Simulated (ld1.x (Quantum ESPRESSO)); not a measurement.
## u(r) = r·R(r): atom against pseudo-atom (chromium)

Columns: radius, all-electron u(r) and pseudo u(r) of the 4s shell (level -3.91 eV) of chromium in the configuration [Ar] 3d5 4s1 4p0; PBE, non-relativistic, PAW scheme, ld1.x (Quantum ESPRESSO) 7.5.

```
r (bohr)  all-electron   pseudo
   0.152       -0.1212  -0.0319
   0.305       -0.0658  -0.0647
   0.458        0.1294  -0.0987
   0.610        0.2342  -0.1340
   0.762        0.2304  -0.1711
   0.915        0.1554  -0.2103
   1.068        0.0475  -0.2512
   1.220       -0.0673  -0.2929
   1.372       -0.1760  -0.3351
   1.525       -0.2728  -0.3773
   1.678       -0.3546  -0.4180
   1.830       -0.4210  -0.4559
   1.982       -0.4736  -0.4903
   2.135       -0.5138  -0.5203
   2.288       -0.5429  -0.5446
   2.440       -0.5625  -0.5626
   2.592       -0.5740  -0.5740
   2.745       -0.5787  -0.5787
   2.898       -0.5775  -0.5775
   3.050       -0.5716  -0.5716
   3.202       -0.5618  -0.5618
   3.355       -0.5488  -0.5488
   3.508       -0.5332  -0.5332
   3.660       -0.5157  -0.5157
   3.812       -0.4968  -0.4968
   3.965       -0.4768  -0.4768
```

How many radial nodes do the two functions have?

The all-electron 4s function has n − l − 1 = 3 (the table is too coarse to show those close to the nucleus); the pseudo-wave has 0, since the states of the same l below it are removed with the core.

At about which radius was the pseudo-wave matched?

2.55 bohr, where the columns begin to agree (steps of 0.15 bohr).

Is the pseudo-wave norm-conserving?

No, it belongs to a PAW set: the norm inside the radius is not constrained, and the difference is carried by the augmentation charge.
